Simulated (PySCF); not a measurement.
One entry of a table of gas-phase calculations, keyed by method.

```json
{
 "formula": "C5H7ClO",
 "smiles": "CC(=O)/C(C)=C/Cl",
 "charge": 0,
 "multiplicity": 1,
 "geometry_level": "GFN2-xTB",
 "atoms_angstrom": [
  ["C", 2.026, 0.309, 0.149],
  ["C", 0.855, -0.631, 0.009],
  ["O", 1.01, -1.829, -0.055],
  ["C", -0.509, -0.034, -0.046],
  ["C", -1.65, -1.0, -0.133],
  ["C", -0.699, 1.287, -0.016],
  ["Cl", -2.261, 1.99, -0.071],
  ["H", 2.076, 0.979, -0.706],
  ["H", 1.929, 0.901, 1.056],
  ["H", 2.942, -0.274, 0.198],
  ["H", -2.244, -0.966, 0.78],
  ["H", -2.303, -0.747, -0.966],
  ["H", -1.264, -2.006, -0.265],
  ["H", 0.09, 2.019, 0.042]
 ],
 "electronic_structure_code": "PySCF",
 "results": {
  "GFN2-xTB geometry": {
   "rotational_constants_GHz": [4.442, 1.223, 0.971]
  },
  "PBE0/def2-SVPD ground state and vertical TDDFT (core frozen in the response)": {
   "dipole_D": 2.28,
   "homo_eV": -7.67,
   "lumo_eV": -1.91,
   "S1_eV": 3.81,
   "strongest_line_of_8_singlets_eV": 5.34,
   "T1_tda_eV": 3.29,
   "polarisability_au": 79.7,
   "r2_bohr2_about_centre_of_nuclear_charge": 1121.8,
   "singlets_eV_and_f": [
    [3.81, 0.0],
    [5.34, 0.318],
    [6.06, 0.0],
    [6.86, 0.003],
    [7.07, 0.006],
    [7.1, 0.009],
    [7.1, 0.004],
    [7.26, 0.001]
   ],
   "triplets_tda_eV": [3.29, 3.33, 5.77]
  }
 }
}
```

S1 lies 1.95 eV below the HOMO–LUMO gap; its leading configuration is HOMO→LUMO, weight 0.96. The 8 singlets span 3.81 to 7.26 eV, and their oscillator strengths add up to 0.34. With B = h/(8π²I), that is 505.379 GHz u Å² over I, the principal moments of inertia are 113.8, 413.1 and 520.6 u Å² (most abundant isotopes).

The values belong to the conformer `[CH3:1][C:2](=[O:3])/[C:4]([CH3:5])=[CH:6]/[Cl:7]`: C1–C2–C4–C5 -178°.
